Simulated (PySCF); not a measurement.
B(Cl)(OH)(OMe) (CH4BClO2), SMILES B(OC)(Cl)O.

Coordinates come from a PBE0-D3(BJ)/def2-SVP optimisation. One conformer was computed; it need not be the lowest.

Calculation: TDDFT-B3LYP/def2-SVPD (PySCF).

Vertical excitations. 

```tsv
state	energy (eV)	λ (nm)	f	main pairs
S1	7.45	167	0.023	HOMO→LUMO 99 %
S2	7.61	163	0.043	HOMO−1→LUMO 98 %
S3	7.89	157	0.001	HOMO−2→LUMO 97 %
S4	8.18	152	0.000	HOMO−1→LUMO+1 97 %
S5	8.25	150	0.003	HOMO−3→LUMO 97 %
S6	8.53	145	0.042	HOMO→LUMO+2 67 %, HOMO→LUMO+1 25 %
S7	8.54	145	0.172	HOMO→LUMO+1 56 %, HOMO→LUMO+2 27 %, HOMO−1→LUMO+3 9 %
S8	8.70	142	0.001	HOMO→LUMO+3 94 %
S9	8.79	141	0.001	HOMO−3→LUMO+1 96 %
S10	8.87	140	0.034	HOMO−1→LUMO+3 46 %, HOMO−1→LUMO+2 36 %, HOMO→LUMO+1 10 %
T1	7.36	168	0	HOMO→LUMO 97 %
T2	7.46	166	0	HOMO−1→LUMO 96 %
T3	7.51	165	0	HOMO→LUMO+1 90 %
T4	7.73	160	0	HOMO−2→LUMO 94 %
```
Triplets are in the Tamm–Dancoff approximation, which puts them higher than full response would, so one can lie above its singlet here.
